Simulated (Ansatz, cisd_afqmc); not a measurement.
System: SnO, charge 1, doublet. SnO+ (parent SMILES [O]=[Sn], doublet).
B3LYP-D3(BJ)/def2-TZVP minimum from Ansatz (a program for electronic structure):
```
O
Sn 1 1.9878
```
Charge +1, spin multiplicity 2.

Total energies in def2-SVP, 9 correlated electrons, 10 frozen orbitals. UHF or UKS for unpaired electrons; spin-orbit terms are left out. Correlated methods leave the cores frozen (noble-gas shells, and filled d and f shells in the p block). Past Kr the def2 sets carry scalar-relativistic core potentials. AFQMC is phaseless with a CISD trial state; ± is one standard error, without the phaseless bias. Outlying blocks are dropped, and bars are widened where a walk drifts. Over all cases where full CI ran beside it in this data, AFQMC minus full CI had a median of +0.1 mEh and passed +0.4 mEh in a tenth of the cases. Spin-orbit terms, left out, reach several kcal/mol for Br and I, and more for heavier atoms. The spin of OSn+ (parent SMILES [O]=[Sn], doublet) was assumed, and the state is the lowest solution found for it.

```tsv
method	program	energy (Eh)	minus CCSDTQ (mEh)
HF	Ansatz	-287.84278	217.23
MP2	Ansatz	-288.03111	28.90
CCSD	Ansatz	-288.05221	7.80
CCSD(T)	Ansatz	-288.05830	1.71
CCSDT(Q)	Ansatz	-288.06022	-0.20
CCSDTQ	Ansatz	-288.06001	0.00
AFQMC/CISD	cisd_afqmc	-288.0593 ± 0.0003	0.7 ± 0.3
```

Rough core times of Ansatz's runs on a shared machine: CCSD(T) 30 s, CCSDT(Q) 50 s, CCSDTQ 10 min.
